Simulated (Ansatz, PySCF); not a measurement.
CH4CdO2. Atoms are numbered in the order given.

```xyz
8

Cd     0.2117     0.0511     0.2587
O      0.8965     0.5366     2.0315
H      1.0601     1.4894     2.0753
O     -0.3501    -0.6480    -1.4897
C     -1.6099    -0.3620    -2.0307
H     -1.7724     0.7163    -2.2429
H     -1.7026    -0.8913    -2.9983
H     -2.4592    -0.7022    -1.4005
```
Charge 0, spin multiplicity 1.

Coordinates come from a r2SCAN-D4/def2-SVP optimisation. The structure was generated by enumeration; whether it is a known compound was not checked. The def2 effective core potentials stand for the cores of Cd; spin–orbit coupling is left out. One conformer was computed; it need not be the lowest.

Vertical ionisation energy (IE) and electron affinity (EA) in eV. Rows of orbital energies are one-electron estimates. Where ΔSCF, EOM or ADC give a negative EA the extra electron is unbound and the value depends on the basis.

```json
[
 {"level": "−ε(HOMO), −ε(LUMO), PBE0/def2-TZVPD (PySCF)", "IE": "7.32", "EA": "1.58"},
 {"level": "−ε(HOMO), −ε(LUMO), PBE/def2-TZVPD (PySCF)", "IE": "5.84", "EA": "2.45"},
 {"level": "ΔSCF, CAM-B3LYP/def2-SVPD (Ansatz), final states of multiplicity 2 and 2", "IE": "9.67", "EA": "0.00"},
 {"level": "ΔSCF, PBE/def2-SVPD (Ansatz), final states of multiplicity 2 and 2", "IE": "9.15", "EA": "0.05"}
]
```

**Question.** What vertical singlet–triplet gap does ΔSCF give with CAM-B3LYP/def2-SVPD (Ansatz, a quantum-chemistry and plane-wave program) and with PBE/def2-SVPD (Ansatz)? (An estimate is asked for; the answer gives what the named calculation found.)

**Answer.** 4.32 and 3.71 eV (triplet above singlet where positive).
